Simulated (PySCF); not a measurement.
# Ionisation energy of Tl⁵⁴⁺ by level of theory

Tl⁵⁴⁺ [Ar] 3d9 [3d3/2^4 3d5/2^5, M_J = 5/2] → Tl⁵⁵⁺ [Ar] 3d8 [3d3/2^4 3d5/2^4, M_J = 4], as a difference of total energies. All numbers are calculated (PySCF 2.14, the two-component X2C-1e Hamiltonian, in an uncontracted even-tempered set (15 s from 15 bohr⁻², ratio 2.8; 13 p from 20 bohr⁻², ratio 2.8; 8 d from 20 bohr⁻², ratio 2.8; 3 f from 72 bohr⁻², ratio 3)). Correlated levels: [Ne] frozen; the 78 highest virtual spinors dropped. "Screened" scales the spin-orbit matrix elements by Boettger's factors to mimic the two-electron term; Breit and QED terms are absent.

```json
{"method": "GHF (spin-free)", "ionisation energy (eV)": "5413.7"}
{"method": "GMP2 (spin-free)", "ionisation energy (eV)": "5415.2"}
{"method": "GHF (screened spin-orbit)", "ionisation energy (eV)": "5373.5"}
{"method": "GMP2 (screened spin-orbit)", "ionisation energy (eV)": "5374.9"}
```

Breit and QED terms and the two-electron picture change are absent.

The spin-free rows relax to the high-spin LS determinant and lack the spin-orbit shift.

The labels give the starting determinants; with spin-orbit coupling the two ends relaxed to ⟨J²⟩ = 8.75, ⟨L²⟩ = 6.09, ⟨S²⟩ = 0.84 and ⟨J²⟩ = 20.00, ⟨L²⟩ = 13.27, ⟨S²⟩ = 1.80.

For comparison: 5371 ± 5 eV (theoretical estimate listed by NIST; NIST Atomic Spectra Database, ionization energies).
